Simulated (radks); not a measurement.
Fractional charge and spin in the 4d shell of silver: the spin-up occupation runs from 4 to 5 and the spin-down occupation from 4 to 5; the fullest corner is Ag, [Kr] 5s(up 0.5, down 0.5) 4d(up 5, down 5). Calculated with a radial shooting solver on a logarithmic mesh with Libxc functionals: scalar-relativistic Kohn-Sham, r2SCAN, spin-polarised, spherical densities, finite nucleus; meta-GGA in the generalised Kohn-Sham scheme; Fermi nuclear charge, rms radius of each element as measured or else 0.836 A^(1/3) + 0.57 fm. Energy (eV) above the fullest corner. The planes named below are the two flat planes that join the four corners, with an edge along up + down = one added electron.

down \ up,4,4.5,5
4,39.810,24.849,13.220
4.5,24.849,13.459,5.182
5,13.220,5.182,0.000

Corners above the fullest one (they belong to Ag+ and the next ion): (up 5, down 4) 13.220 eV, (up 4, down 5) 13.220 eV, (up 4, down 4) 39.810 eV. With half an added electron in each spin the energy lies 0.239 eV from the planes, and with half an added electron in spin up alone -1.666 eV. The planes are only a guide here: the flat-plane condition holds for ground states with one frontier orbital, while this shell lies below other occupied shells, so the corners above the fullest one are inner-hole states and not the ground states of those ions.
